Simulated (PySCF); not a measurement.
Species: GeH11N3OSi3.
Z-matrix (Å and degrees, PBE0-D3(BJ)/def2-SVP geometry), rows numbered from 1:
```
Ge
O   1  1.7774
Si  2  1.6550  1  136.24
N   3  1.7345  2  107.92  1  -127.59
Si  4  1.7330  3  125.91  2  -153.71
N   5  1.7397  4  105.27  3     6.64
Si  6  1.7403  5  129.19  4    35.75
N   7  1.7338  6  105.55  5   -37.99
H   1  1.5397  2  108.43  3   -81.81
H   1  1.5352  2  105.87  3   159.00
H   1  1.5398  2  109.24  3    38.99
H   3  1.4936  2  107.76  1    -6.72
H   4  1.0162  3  114.76  2    15.47
H   5  1.4983  4  115.16  3  -109.89
H   5  1.4987  4  108.61  3   130.43
H   6  1.0152  5  115.41  4  -140.48
H   7  1.4989  6  114.73  5    81.93
H   7  1.4980  6  106.24  5  -160.30
H   8  1.0163  3  114.71  2   -16.55
```

Level of theory: PySCF 2.14.0, delta-SCF UKS SCAN, pcX-2 on the ionised atom, pcseg-1 elsewhere, spin-free X2C. Each 1s hole has a ground state of its own, since the core basis sits on the ionised atom alone.

```csv
ionised atom,basis functions,E(ground) (Eh),binding energy (eV)
N4,223,-3210.61943,403.788
N6,223,-3210.61913,404.036
O2,223,-3210.63679,537.213
Si3,234,-3210.67520,1847.379
Si5,234,-3210.66676,1846.947
```

**Question.** Fill in the total energy of each core-ionised state.

**Answer.** With binding energy = E(ionised) − E(ground) and 27.2114 eV a hartree:

| atom | binding energy (Eh) | E(ionised) (Eh) |
| --- | --- | --- |
| N4 | 14.8389 | -3195.7805 |
| N6 | 14.8480 | -3195.7711 |
| O2 | 19.7422 | -3190.8946 |
| Si3 | 67.8899 | -3142.7853 |
| Si5 | 67.8740 | -3142.7927 |

**Question.** How much do the ground-state energies differ, and what would follow from using one of them for all holes?

**Answer.** They run from -3210.6752 Eh (core basis on Si3) to -3210.6191 Eh (on N6), 0.0561 Eh or 1.53 eV apart, though the state is the same; only basis and grid differ. Pairing the ion of N6 with the ground state of Si3 would put its binding energy 1.53 eV too high.

The listed N 1s values span 0.25 eV, from N4/N8 (bonded to H and 2 Si) to N6 (bonded to H and 2 Si). Summing the Pauling electronegativity differences to the bonded atoms, each weighted by its formal bond order, gives -3.12 for the lowest site and -3.12 for the highest; the sum is the same at every site.

Only 1s holes are shown. One atom of each set of topologically equivalent atoms was ionised and stands for the set; in this conformer not all members are related by symmetry, and their own values weren't computed. Geometry: PBE0-D3(BJ)/def2-SVP, one conformer, isolated molecule.
